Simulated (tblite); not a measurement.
Species: C₄H₆F₃P.
Z-matrix (Å and degrees, GFN2-xTB geometry), rows numbered from 1:
```
C 
P   1  1.8496
C   2  1.8496  1   98.27
C   2  1.8444  1   96.17  3   -97.25
F   4  1.3501  2  118.51  1    50.05
C   4  1.3249  2  122.30  1  -129.87
F   6  1.3250  4  127.21  2   179.95
F   6  1.3252  4  122.17  2    -0.10
H   1  1.0883  2  109.25  3   170.43
H   1  1.0884  2  108.13  3   -71.61
H   1  1.0887  2  111.29  3    48.87
H   3  1.0888  2  111.38  1   -49.03
H   3  1.0882  2  109.24  1  -170.55
H   3  1.0884  2  108.18  1    71.49
```

Method: GFN2-xTB as coded in tblite; computed harmonic values from a numerical Hessian at the method's own geometry, unscaled. Against measured fundamentals such values can be off by several per cent, at times by over 20. One conformer, not necessarily the lowest.

Harmonic wavenumbers (cm⁻¹): 30.7, 104.0, 117.1, 169.0, 192.5, 208.9, 210.7, 257.4, 312.0, 395.9, 413.3, 459.9, 476.1, 630.6, 708.2, 741.5, 827.3, 861.2, 897.2, 943.7, 993.8, 1123.0, 1195.3, 1314.4, 1315.5, 1427.2, 1439.1, 1443.7, 1452.0, 1743.2, 2998.7, 3002.3, 3014.0, 3019.2, 3021.1, 3022.2.

A = 2711, B = 1082, C = 966.9 MHz; mass 142.016 u (most abundant isotopes); point group Cs, symmetry number 1.

Q: Zero-point energy?

A: Half the sum of the wavenumbers: 20241 cm⁻¹ = 57.87 kcal/mol.

Q: Entropy at 273.15 K, 1 bar (ideal gas, RRHO, classical rotation)?

A: Translation 40.35, rotation 28.86, vibration 26.93: S = 96.1 cal/(mol K).

Q: And Cp and H(273.15 K) − H(0)?

A: Cp = 34.53 cal/(mol K), of which vibrations give 26.58 (their classical limit is 36 R = 71.5); H(273.15 K) − H(0) = 6.05 kcal/mol without the zero-point energy, 3.88 from vibrations.

Q: Blend soft modes into free rotors: weight 1/[1 + (100 cm⁻¹/ν̃)⁴] for the oscillator and the rest for a rotor with moment μB/(μ + B), μ = h/(8π²ν), B = 10⁻⁴⁴ kg m². What vibrational entropy results?

A: 24.96 cal/(mol K) in place of 26.93, which changes −T·S at 273.15 K by +0.54 kcal/mol.

Q: Which modes carry the vibrational entropy at 273.15 K?

A: 30.7 cm⁻¹: 5.61; 104.0 cm⁻¹: 3.21; 117.1 cm⁻¹: 2.98; 169.0 cm⁻¹: 2.28; 192.5 cm⁻¹: 2.04; 208.9 cm⁻¹: 1.89 cal/(mol K); the other 30 give 8.91 together.

Q: What must be added to the electronic energy to get the Gibbs energy at 273.15 K and 1 bar?

A: ZPE + [H(273.15 K) − H(0)] − T·S = 57.87 + 6.05 − 26.26 = 37.66 kcal/mol.

Hindered rotation and anharmonicity are outside this model. Other conformers, if any are populated, would add a mixing term that is left out.
